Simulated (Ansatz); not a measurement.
Input file for Ansatz (an electronic-structure program): R-wB97M-V/def2-TZVPPD on CH7NS (a complex). Files ending in .json are basis or fitting sets from the Basis Set Exchange.

Ansatz 0.2 input:
```yaml
crystal:
  periodic: [false, false, false]
  atoms:
    - {symbol: S, position_ang: [0.29857264, 0.13114982, -0.13144644]}
    - {symbol: H, position_ang: [0.51332135, 0.25786417, 1.20852788]}
    - {symbol: H, position_ang: [0.57665370, -1.18196172, -0.12453179]}
    - {symbol: C, position_ang: [-0.69365066, -0.37464447, 3.63835887]}
    - {symbol: N, position_ang: [0.51199474, 0.37538576, 3.27895179]}
    - {symbol: H, position_ang: [-0.58207541, -1.40836850, 3.30944677]}
    - {symbol: H, position_ang: [-1.54623729, 0.04420692, 3.10323114]}
    - {symbol: H, position_ang: [-0.92499811, -0.37851176, 4.71000424]}
    - {symbol: H, position_ang: [1.33258284, -0.00955231, 3.73093026]}
    - {symbol: H, position_ang: [0.43845127, 1.34411135, 3.56591420]}
basis:
  gaussian:
    orbitals: def2-TZVPPD.json
hamiltonian:
  xc: {name: wB97M-V}
scf: {lower_state_search: off}
```

It printed:

```
WARN ansatz: RAYON_NUM_THREADS=2 ignored (pool sized by the plan → 2); use --threads N
Functional definition: wB97M-V
these checks for a lower state are left out or cut short: stability, starts, cluster_reference, orbital_swaps, neighbouring_geometries, increment
integrals: 0.20 GiB planned
1084 factors; their error is unknown
integrals: 0.23 GiB planned
327 factors; integrals over basis functions are off by at most 3.2e-5 eV
mean field: 1.74 GiB planned
mean field evaluation 1: about -13471.8700 eV, gradient 4.3e1 eV
mean field evaluation 2: about -13472.8866 eV, gradient 3.8e1 eV
mean field evaluation 4: about -13475.7030 eV, gradient 1.4e0 eV
mean field evaluation 8: about -13475.7090 eV, gradient 5.0e-1 eV
mean field evaluation 16: about -13475.7093 eV, gradient 4.0e-5 eV
mean field -13475.70928083 eV, -495.2231819066 hartree, gradient 1.3e-6 eV, S^2 0.000000; 0 other end points of the search recorded, 0 dependent functions left out
reference -13475.70935489 eV, -495.2231846282 hartree; 18, 18 occupied and 226, 226 virtual orbitals, 1084 factors
Total energy: -13475.70935489 eV, -495.2231846282 hartree
Checks for a lower state left out: stability, starts, cluster_reference, orbital_swaps, neighbouring_geometries, increment
```

The run converged.

Cost: about 14 core-seconds (a rough figure).
